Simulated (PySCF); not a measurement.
CH₃FGe, SMILES [CH3][Ge][F] (connectivity only; charge and spin as stated), neutral, multiplicity 1.

Coordinates come from a B3LYP-D3(BJ)/def2-TZVP optimisation.

Vertical ionisation energy (IE) and electron affinity (EA) in eV. Rows of orbital energies are one-electron estimates. Where ΔSCF, EOM or ADC give a negative EA the extra electron is unbound and the value depends on the basis.

| level | IE | EA |
|---|---|---|
| −ε(HOMO), −ε(LUMO), M06-2X/def2-TZVPD (PySCF) | 7.96 | 1.61 |
| ADC(2)/aug-cc-pVDZ (PySCF) | 8.79 | 0.49 |

Q: Beyond the first one, list the lowest photoelectron lines from ADC(2)/aug-cc-pVDZ in PySCF 2.14.0 with their pole strengths (two spins summed). (The exact figures need the calculation; the answer reports its results.)

A: 11.87 eV (1.73), 12.25 eV (1.70), 12.54 eV (1.72), 13.91 eV (1.78), 14.04 eV (1.78).
